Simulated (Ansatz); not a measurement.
C2H2N2, SMILES `[H]/N=c1\cn1` (charge 0, multiplicity 1).

Computed with frozen-core CCSD(T)/cc-pVDZ // B3LYP-D3(BJ)/def2-TZVP run with Ansatz (an electronic-structure program).

Ansatz 0.2 input:
```yaml
crystal:
  periodic: [false, false, false]
  atoms:
    - { symbol: N, position_ang: [1.512905, 0.411968, -0.041505] }
    - { symbol: C, position_ang: [0.272467, 0.26885, 0.011888] }
    - { symbol: C, position_ang: [-1.022956, -0.250401, 0.030876] }
    - { symbol: N, position_ang: [-0.926359, 1.0285, 0.152914] }
    - { symbol: H, position_ang: [1.989822, -0.480015, -0.156303] }
    - { symbol: H, position_ang: [-1.82588, -0.978903, 0.002129] }
basis:
  gaussian: { orbitals: cc-pVDZ }
correlation:
  method: ccsd_t
```

Output:

```
Functional definition: HF
623 factors; integrals over basis functions are off by at most 1.4e-3 eV
mean field evaluation 1: about -5050.5805 eV, gradient 3.3e1 eV
mean field evaluation 2: about -5050.5838 eV, gradient 3.3e1 eV
mean field evaluation 4: about -5053.1989 eV, gradient 3.5e0 eV
mean field evaluation 8: about -5053.2535 eV, gradient 2.3e-1 eV
mean field evaluation 16: about -5053.2437 eV, gradient 9.2e-1 eV
mean field -5053.25383643 eV, -185.7036532703 hartree, gradient 1.7e-6 eV, S^2 0.000000; 0 other end points of the search recorded, 0 dependent functions left out
4 core orbitals not correlated
reference -5053.25383643 eV, -185.7036532703 hartree; 10, 10 occupied and 52, 52 virtual orbitals, 623 factors
second order -15.42124247 eV of doubles, -0.00000000 eV of singles
cycle   1  -15.34901455 eV  change    7.2e-2 eV  update   1.0e-1
cycle   2  -15.80983586 eV  change   -4.6e-1 eV  update   3.2e-2
cycle   3  -15.93172461 eV  change   -1.2e-1 eV  update   1.6e-2
cycle   4  -15.92576846 eV  change    6.0e-3 eV  update   4.4e-3
cycle   5  -15.92760396 eV  change   -1.8e-3 eV  update   2.1e-3
cycle   6  -15.92849173 eV  change   -8.9e-4 eV  update   6.2e-4
cycle   7  -15.92815621 eV  change    3.4e-4 eV  update   2.8e-4
cycle   8  -15.92810872 eV  change    4.7e-5 eV  update   1.0e-4
cycle   9  -15.92812949 eV  change   -2.1e-5 eV  update   4.7e-5
cycle  10  -15.92811830 eV  change    1.1e-5 eV  update   2.1e-5
perturbative correction -0.68088211 eV, -0.0250219561 hartree
Total energy: -5069.86283685 eV, -186.3140227776 hartree
```
